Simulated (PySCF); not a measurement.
ethylene glycol cation (C₂H₆O₂), SMILES OCCO (connectivity only; charge and spin as stated), charge +1, multiplicity 2.

The structure is a stationary point at r2SCAN-D4/def2-SVP. The spin state was assumed, not searched. Other conformers were not sampled.

Method: r2SCAN-D4/def2-SVP run with PySCF.

Frequencies are harmonic and unscaled.

| mode | ν (cm⁻¹) | IR (km/mol) | moving atoms (share of kinetic energy) |
|---|---|---|---|
| 1 | 156 | 3.7 | O 54 %, H 29 %, C 17 % |
| 2 | 256 | 6.0 | O 45 %, C 31 %, H 23 % |
| 3 | 399 | 28.5 | C 64 %, H 35 % |
| 4 | 433 | 8.2 | C 40 %, H 37 %, O 23 % |
| 5 | 483 | 13.4 | H 60 %, C 29 %, O 11 % |
| 6 | 504 | 220.2 | H 74 %, C 15 %, O 11 % |
| 7 | 879 | 29.0 | H 85 %, C 12 % |
| 8 | 935 | 21.2 | H 81 %, C 16 % |
| 9 | 1102 | 40.9 | H 78 %, O 13 %, C 10 % |
| 10 | 1125 | 60.2 | H 92 % |
| 11 | 1151 | 63.5 | H 96 % |
| 12 | 1248 | 2.0 | H 81 %, C 18 % |
| 13 | 1273 | 114.1 | O 42 %, C 36 %, H 22 % |
| 14 | 1291 | 77.9 | H 42 %, O 35 %, C 23 % |
| 15 | 1369 | 33.3 | H 76 %, C 14 %, O 10 % |
| 16 | 1371 | 16.4 | H 76 %, C 14 %, O 10 % |
| 17 | 1482 | 1.8 | H 79 %, C 19 % |
| 18 | 1490 | 0.5 | H 81 %, C 18 % |
| 19 | 3048 | 12.8 | H 95 % |
| 20 | 3058 | 3.2 | H 95 % |
| 21 | 3174 | 6.2 | H 89 %, C 11 % |
| 22 | 3191 | 7.2 | H 89 %, C 11 % |
| 23 | 3706 | 324.8 | H 94 % |
| 24 | 3718 | 235.6 | H 94 % |
